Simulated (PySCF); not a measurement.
## Ionisation energy of Cd⁺ by level of theory

Cd⁺ [Kr] 4d10 5s1 (2S) → Cd²⁺ [Kr] 4d10 (1S), as a difference of total energies. Calculation: PySCF 2.14, in aug-cc-pVDZ-PP with ECP28MDF; scalar relativity through the core potential. Correlated levels: valence: 4s2 4p6 frozen. The calculations carry no spin-orbit coupling.

| method | ionisation energy (eV) |
| --- | --- |
| UHF | 15.499 |
| LDA | 17.673 |
| PBE | 17.304 |
| r2SCAN | 17.103 |
| MN15 | 16.962 |
| revPBE | 17.153 |
| HSE06 | 17.003 |
| MP2 (valence) | 16.597 |
| SCS-MP2 (valence) | 16.428 |

Problem. Estimate what M06-2X gives.

Solution. 16.733 eV, closest to MP2 (valence) among the rows shown.

Problem. Estimate what PBE0 gives.

Solution. 16.956 eV, closest to MN15 among the rows shown.

Errors of the correlated levels include the incompleteness of this basis and the frozen core.

For comparison: 16.908 eV (measured; NIST Atomic Spectra Database, ionization energies).
